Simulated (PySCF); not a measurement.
Simulated Si 2p region for cyclo-(SiH2)6 (Si6H12), binding energy against the vacuum level.

Every computed line was given a Gaussian of 0.8 eV full width at half maximum and an area set by the number of equivalent atoms (split 2:1 within a doublet); the highest printed point is 100. Computed, not measured: delta-SCF UKS SCAN, pcX-2 on the ionised atom, pcseg-1 elsewhere, spin-free X2C (PySCF).

binding energy (eV), intensity and a bar:
```
    104.9          0 
    105.0          1 
    105.1          1 
    105.2          3 #
    105.3          6 ##
    105.4         12 ####
    105.5         21 ######
    105.6         33 ##########
    105.7         48 ###############
    105.8         65 ####################
    105.9         81 ########################
    106.0         93 ############################
    106.1         99 ##############################
    106.2        100 ##############################
    106.3         96 #############################
    106.4         88 ###########################
    106.5         80 ########################
    106.6         71 #####################
    106.7         62 ###################
    106.8         53 ################
    106.9         43 #############
    107.0         33 ##########
    107.1         24 #######
    107.2         16 #####
    107.3         10 ###
    107.4          6 ##
    107.5          3 #
    107.6          1 
    107.7          1 
    107.8          0 
    107.9          0
```

Question: How many maxima does the curve show, and how many computed lines lie under it?

Answer: The curve has 1 maximum (at 106.2 eV). Under it lie 2 lines from 1 inequivalent silicon site, drawn as a 2p3/2, 2p1/2 pair. At this width some lines have no maximum of their own.

Question: Decompose the envelope and assign each component. Bonds: Si1–Si4, Si1–Si16, Si4–Si7, Si7–Si10, Si10–Si13, Si13–Si16. Hydrogens: H2, H3 on Si1; H5, H6 on Si4; H8, H9 on Si7; H11, H12 on Si10; H14, H15 on Si13; H17, H18 on Si16.

Answer: 
```json
{"position (eV)": "106.08", "relative area": "4.00", "line": "Si 2p3/2", "atoms": "Si1 (×6)", "environment": "silicon bonded to 2 Si and 2 H"}
{"position (eV)": "106.71", "relative area": "2.00", "line": "Si 2p1/2", "atoms": "Si1 (×6)", "environment": "silicon bonded to 2 Si and 2 H"}
```

Question: What are the centre and the root-mean-square width of the whole band?

Answer: The area-weighted mean of the lines is 106.29 eV. Their own spread about it is 0.29 eV (rms) and each Gaussian has σ = 0.8/2.355 = 0.34 eV; the variances add, which gives 0.45 eV.

The curve has no shake-up lines and no vibrational structure. Atoms equivalent by their bonding share one computed value, that of the first of them. For 2p shells one spin-free hole was relaxed; a mean-field spin–orbit operator and the ground-state splitting of the three 2p orbitals were then diagonalised within the shell. The shell's mean is (2 × 2p3/2 + 2p1/2)/3, and the degeneracies 2j + 1 give areas of 2:1. 2p1/2 minus 2p3/2 (ligand field included): Si 0.62 eV. Isolated species at its PBE0-D3(BJ)/def2-SVP geometry (one conformer only).

On one thread of an Intel Xeon at 2.50 GHz (shared host), this took 56 s of wall time and 0.61 GiB of memory at its peak.
